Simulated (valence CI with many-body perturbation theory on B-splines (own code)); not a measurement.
**P⁸⁺: electric-dipole lines**

Calculated by configuration interaction combined with many-body perturbation theory (CI+MBPT): five valence electrons over a frozen Dirac-Fock core [He], a basis of 11 s, 11 p, 10 d, 8 f, 5 g, 2 h functions for each j, with the one-electron correlation potential Σ1, the two-electron term Σ2, the three-electron term Σ3, Breit, model QED; selected CI, second order for the rest, scaled by the run's own slope (own B-spline code, finite nucleus).

No measured levels were compared; by estimate levels of excited configurations hold to 0.05 to 0.15 % of their energy, terms of the ground configuration to about 0.5 %. Among the levels kept, up to 6100 cm⁻¹ of a level comes from second order outside the variational space, and about a tenth of that is noise between levels of different J, which matters for small intervals.

Lines 101 to 150 of 600 in falling wavelength, among levels below 2384900 cm⁻¹, chosen from the strongest by gf and those to the six lowest levels. Wavelengths and rates use the calculated energies, so an error of 300 cm⁻¹ moves a line at 93.99 nm by 0.28 % and its rate by three times that or more. Electric multipoles are in the length gauge, E1 and E2 with the static RPA response of the core. Weak lines are less certain than strong ones. Lines between different terms over intervals too small for the method are left out, as are lines whose strength nearly cancels. The highest levels of a list are the least certain.

Names give the largest LS component (configuration and term), which can be under half, so a name can repeat, a term be missing and a line seem to break the LS rules; names also repeat where a configuration has a term twice. Letters in brackets count levels of one name in rising energy.

```tsv
λ vac (nm)	Upper	Lower	A (s⁻¹)	S (a.u.)
93.99	2s2p³3d ⁴F°_7/2 [a]	2s2p³3p ⁴D_7/2 [a]	1.90e+08	6.24e-01
93.98	2s2p³3d ⁴F°_7/2 [b]	2s2p³3p ⁴D_7/2 [b]	1.27e+08	4.16e-01
93.97	2s²2p²3d ²D_3/2 [b]	2s²2p²3p ²D°_3/2 [b]	3.34e+08	5.48e-01
93.90	2s²2p²3d ²F_7/2 [b]	2s²2p²3p ²D°_5/2 [b]	7.41e+08	2.42e+00
93.85	2s2p³3d ⁴G°_11/2	2s2p³3p ⁴F_9/2	1.06e+09	5.21e+00
93.82	2s2p³3d ⁴F°_5/2 [a]	2s2p³3p ⁴D_5/2 [a]	2.69e+08	6.59e-01
93.73	2s2p³3d ⁴F°_7/2 [b]	2s2p³3p ⁴D_5/2 [b]	9.21e+08	2.99e+00
93.48	2s2p³3d ⁴F°_3/2 [a]	2s2p³3p ⁴D_3/2 [a]	2.48e+08	4.00e-01
93.47	2s2p³3d ⁴G°_9/2	2s2p³3p ⁴F_7/2	1.03e+09	4.17e+00
93.34	2s2p³3d ⁴F°_7/2 [a]	2s2p³3p ⁴D_5/2 [a]	5.53e+08	1.78e+00
93.27	2s2p³3d ⁴F°_9/2 [a]	2s2p³3p ⁴D_7/2 [a]	6.59e+08	2.64e+00
93.26	2s2p³3d ⁴F°_5/2 [b]	2s2p³3p ⁴D_5/2 [b]	2.37e+08	5.68e-01
93.24	2s2p³3d ⁴F°_3/2 [a]	2s2p³3p ⁴D_1/2 [a]	4.75e+08	7.60e-01
93.15	2s2p³3d ⁴F°_5/2 [a]	2s2p³3p ⁴D_3/2 [a]	4.65e+08	1.11e+00
93.11	2s2p³3d ⁴G°_7/2	2s2p³3p ⁴F_5/2	9.94e+08	3.17e+00
93.11	2s2p³3d ⁴F°_5/2 [b]	2s2p³3p ⁴D_3/2 [b]	8.25e+08	1.97e+00
92.95	2s2p³3d ⁴S°_3/2	2s2p³3p ⁴P_1/2 [b]	2.27e+08	3.59e-01
92.84	2s2p³3d ²D°_3/2 [b]	2s2p³3p ²D_3/2 [b]	2.29e+08	3.61e-01
92.83	2s2p³3d ⁴G°_5/2	2s2p³3p ⁴F_3/2	9.23e+08	2.19e+00
92.78	2s2p³3d ⁴F°_3/2 [b]	2s2p³3p ⁴D_3/2 [b]	2.89e+08	4.55e-01
92.71	2s2p³3d ⁴S°_3/2	2s2p³3p ⁴P_5/2 [b]	4.48e+08	7.05e-01
92.68	2s2p³3d ⁴F°_3/2 [b]	2s2p³3p ⁴D_1/2 [b]	7.77e+08	1.22e+00
92.60	2s2p³3d ⁶D°_7/2	2s2p³3p ⁶P_7/2	3.97e+08	1.24e+00
92.58	2s2p³3d ⁶D°_9/2	2s2p³3p ⁶P_7/2	1.11e+09	4.35e+00
92.52	2s2p³3d ⁴S°_3/2	2s2p³3p ⁴P_3/2 [b]	3.89e+08	6.07e-01
92.45	2s2p³3p ²D_5/2 [a]	2s2p³3s ²D°_5/2 [a]	1.05e+09	2.46e+00
92.20	2s2p³3p ²D_3/2 [a]	2s2p³3s ²D°_3/2 [a]	9.64e+08	1.49e+00
91.82	2s2p³3d ⁶D°_7/2	2s2p³3p ⁶P_5/2	7.32e+08	2.24e+00
91.81	2s2p³3d ⁶D°_5/2	2s2p³3p ⁶P_5/2	6.93e+08	1.59e+00
91.79	2s2p³3d ⁶D°_3/2	2s2p³3p ⁶P_5/2	3.41e+08	5.21e-01
91.69	2s2p³3d ²F°_7/2 [a]	2s2p³3p ²D_5/2 [a]	8.30e+08	2.52e+00
91.67	2s2p³3d ²F°_5/2 [a]	2s2p³3p ²D_3/2 [a]	7.02e+08	1.60e+00
91.40	2s²2p²3d ²D_5/2 [b]	2s²2p²3p ²D°_3/2 [b]	3.15e+08	7.13e-01
91.33	2s2p³3d ⁶D°_5/2	2s2p³3p ⁶P_3/2	3.60e+08	8.12e-01
91.32	2s2p³3d ⁶D°_1/2	2s2p³3p ⁶P_3/2	1.16e+09	8.69e-01
91.31	2s2p³3d ⁶D°_3/2	2s2p³3p ⁶P_3/2	8.09e+08	1.22e+00
91.24	2s2p³3d ²F°_5/2 [a]	2s2p³3p ²D_5/2 [a]	1.30e+08	2.93e-01
90.79	2s²2p²3p ²P°_1/2 [a]	2s²2p²3s ²P_1/2	5.05e+08	3.73e-01
90.74	2s²2p²3d ²S_1/2	2s²2p²3p ²P°_3/2 [b]	6.23e+08	4.59e-01
90.53	2s2p³3d ²D°_5/2 [b]	2s2p³3p ²D_5/2 [b]	2.68e+08	5.90e-01
90.52	2s²2p²3d ⁴P_5/2	2s²2p²3p ⁴S°_3/2	4.10e+08	9.00e-01
89.98	2s²2p²3d ⁴F_5/2	2s²2p²3p ⁴D°_5/2	1.91e+08	4.13e-01
89.27	2s2p³3d ²G°_7/2	2s2p³3p ²F_5/2 [a]	1.24e+09	3.48e+00
88.95	2s2p³3d ²G°_9/2	2s2p³3p ²F_7/2 [a]	1.30e+09	4.50e+00
88.92	2s²2p²3d ⁴P_3/2	2s²2p²3p ⁴S°_3/2	5.52e+08	7.65e-01
88.79	2s²2p²3d ⁴F_3/2	2s²2p²3p ⁴D°_3/2	2.70e+08	3.72e-01
88.77	2s²2p²3d ⁴F_9/2	2s²2p²3p ⁴D°_7/2	1.15e+09	3.96e+00
88.14	2s2p³3p ⁴P_3/2 [c]	2s2p³3s ⁴P°_5/2	6.15e+08	8.32e-01
88.12	2s²2p²3d ⁴P_1/2	2s²2p²3p ⁴S°_3/2	6.41e+08	4.33e-01
88.09	2s²2p²3d ⁴F_7/2	2s²2p²3p ⁴D°_5/2	1.08e+09	2.92e+00
```
